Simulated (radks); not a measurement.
Values are calculated unless marked as measured or tabulated.
The palladium ion Pd+ inside a hard spherical wall (all orbitals vanish at R), configuration held at [Kr] 4d9 and not refilled when levels cross. Code: a radial shooting solver on a logarithmic mesh with Libxc functionals. Model: scalar-relativistic Kohn-Sham, LDA (Slater exchange, Perdew-Wang correlation), spin-polarised, spherical densities, finite nucleus; open shells are filled with parallel spins first (spin-orbit coupling, left out, can overturn this in heavy ions); Fermi nuclear charge, rms radius 4.5318 fm. Eigenvalues in eV for spin up, with the zero of energy where the potential of the charges vanishes at infinity; a dash marks a level that is unbound or too diffuse for the functional's potential to be trusted. A positive occupied level is held by the wall or, in an anion where self-interaction has pushed it up, behind a barrier. The pressure on the wall is -dE/dV.

R (bohr)  E (hartree)  kinetic (hartree)    e(3d)    e(4s)    e(4p)    e(4d)  e(5s, empty)  e(5p, empty)  pressure (GPa)
free      -5040.69685           5226.826  -337.44  -97.086  -62.943  -15.174       -11.496        -6.448               0
15        -5040.69685           5226.826  -337.44  -97.086  -62.943  -15.174       -11.496        -6.448        < 0.0001
8         -5040.69680           5226.826  -337.43  -97.081  -62.939  -15.170       -11.481        -6.325         0.00340
6         -5040.69469           5226.847  -337.31  -96.965  -62.826  -15.067       -11.204        -5.495           0.264
4         -5040.60518           5227.418  -334.89  -94.832  -60.778  -13.115        -6.810         1.674            25.5
2         -5033.86192           5256.616  -287.12  -59.912  -25.487   28.288        98.740        124.77           10800
1.5       -5011.23161           5337.871  -212.83    0.838   40.895   106.08        304.61        340.51           97400
